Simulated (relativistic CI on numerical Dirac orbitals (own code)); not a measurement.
## Radial parameters of Nd41+

Computed by Dirac-Coulomb-Breit CI, separate exchange-only KLI orbitals for each configuration, model QED, unscaled Slater integrals (own radial code, finite nucleus).

Slater integrals F^k, G^k are unscaled and averaged over j, outside the closed core [Ne]; ζ comes from projecting the Hamiltonian with its Breit term on Σ l·s of the shell.

- 3s2.3p6.3d: ζ(3d) = 91303 cm⁻¹; <r>(3d) = 0.2138, <r^2>(3d) = 0.05287 (bohr units).
- 3s2.3p5.3d2: ζ(3p) = 669460, F^2(3d,3d) = 478550, F^4(3d,3d) = 309470, F^2(3p,3d) = 411380, G^1(3p,3d) = 434150, G^3(3p,3d) = 291380, ζ(3d) = 90360 cm⁻¹; <r>(3p) = 0.2411, <r^2>(3p) = 0.06721, <r>(3d) = 0.2141, <r^2>(3d) = 0.05304 (bohr units).
- 3s.3p6.3d2: F^2(3d,3d) = 478170, F^4(3d,3d) = 309210, G^2(3s,3d) = 327640, ζ(3d) = 90829 cm⁻¹; <r>(3s) = 0.2472, <r^2>(3s) = 0.06968, <r>(3d) = 0.2143, <r^2>(3d) = 0.05313 (bohr units).

Problem. Give the Racah parameters of the d shell in 3s2.3p5.3d2.

Solution. B = F²/49 − 5F⁴/441 = 6258 cm⁻¹ and C = 35F⁴/441 = 24561 cm⁻¹.

Averages of the first 10 configurations, taken without configuration mixing, which lowers the lowest level and can move excited configurations by several eV; other configurations of the list can lie among them:

```tsv
Configuration	Parity	States	Average energy above the lowest level (eV)
3s2.3p6.3d	even	10	17.6
3s2.3p5.3d2	odd	270	282.2
3s.3p6.3d2	even	90	525.6
3s2.3p6.4s	even	2	1248.5
3s2.3p6.4p	odd	6	1339.4
3s2.3p6.4d	even	10	1447.4
3s2.3p5.3d.4s	odd	120	1504.5
3s2.3p6.4f	odd	14	1531.5
3s2.3p5.3d.4p	even	360	1595.8
3p6.3d3	even	120	1042.8
```
